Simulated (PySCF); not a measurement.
# `C1=CC2(C(Cl)=C1)C=CC=C2`, C$_{9}$H$_{7}$Cl

Molfile (atoms numbered from 1):
```
C9H7Cl
     RDKit          3D

 17 18  0  0  0  0  0  0  0  0999 V2000
   -0.5633   -3.1297    1.3380 Cl  0  0  0  0  0  0  0  0  0  0  0  0
    0.4065   -1.8158    0.8337 C   0  0  0  0  0  0  0  0  0  0  0  0
    1.7308   -1.6485    1.0180 C   0  0  0  0  0  0  0  0  0  0  0  0
    2.1145   -0.3714    0.4116 C   0  0  0  0  0  0  0  0  0  0  0  0
    1.0344    0.2234   -0.1314 C   0  0  0  0  0  0  0  0  0  0  0  0
   -0.1870   -0.6432    0.0813 C   0  0  0  0  0  0  0  0  0  0  0  0
   -1.2939    0.0561    0.8385 C   0  0  0  0  0  0  0  0  0  0  0  0
   -2.4141    0.0560    0.0928 C   0  0  0  0  0  0  0  0  0  0  0  0
   -2.1512   -0.6270   -1.1795 C   0  0  0  0  0  0  0  0  0  0  0  0
   -0.8714   -1.0420   -1.2071 C   0  0  0  0  0  0  0  0  0  0  0  0
    2.3966   -2.3435    1.5290 H   0  0  0  0  0  0  0  0  0  0  0  0
    3.1312    0.0249    0.4092 H   0  0  0  0  0  0  0  0  0  0  0  0
    0.9881    1.1784   -0.6539 H   0  0  0  0  0  0  0  0  0  0  0  0
   -1.1510    0.4746    1.8345 H   0  0  0  0  0  0  0  0  0  0  0  0
   -3.3733    0.4903    0.3797 H   0  0  0  0  0  0  0  0  0  0  0  0
   -2.8875   -0.7719   -1.9718 H   0  0  0  0  0  0  0  0  0  0  0  0
   -0.3590   -1.5843   -2.0013 H   0  0  0  0  0  0  0  0  0  0  0  0
  1  2  1  0
  2  3  2  0
  3  4  1  0
  4  5  2  0
  5  6  1  0
  6  7  1  0
  7  8  2  0
  8  9  1  0
  9 10  2  0
  6  2  1  0
 10  6  1  0
  3 11  1  0
  4 12  1  0
  5 13  1  0
  7 14  1  0
  8 15  1  0
  9 16  1  0
 10 17  1  0
M  END
```

Computed, not measured: quadratic response CAM-B3LYP/aug-cc-pVDZ first hyperpolarisability, Taylor convention, gas phase (PySCF). Geometry: PBE0-D3(BJ)/def2-SVP.

Task: Give the tensor of the static β(0;0,0) in the axes of these coordinates.

Result: In au, Taylor convention; rows are the first index (the induced dipole):
|  | xx | yy | zz | xy | xz | yz |
| --- | --- | --- | --- | --- | --- | --- |
| x | -45.0 | -19.0 | -17.4 | -25.8 | +10.4 | +4.1 |
| y | -25.8 | -100.5 | -32.1 | -19.0 | +4.1 | +14.3 |
| z | +10.4 | +14.3 | +43.4 | +4.1 | -17.4 | -32.1 |

Norm of βᵢ = ⅓ Σⱼ (βᵢⱼⱼ + βⱼᵢⱼ + βⱼⱼᵢ): 190.7 au, hyper-Rayleigh value 69.8 au.
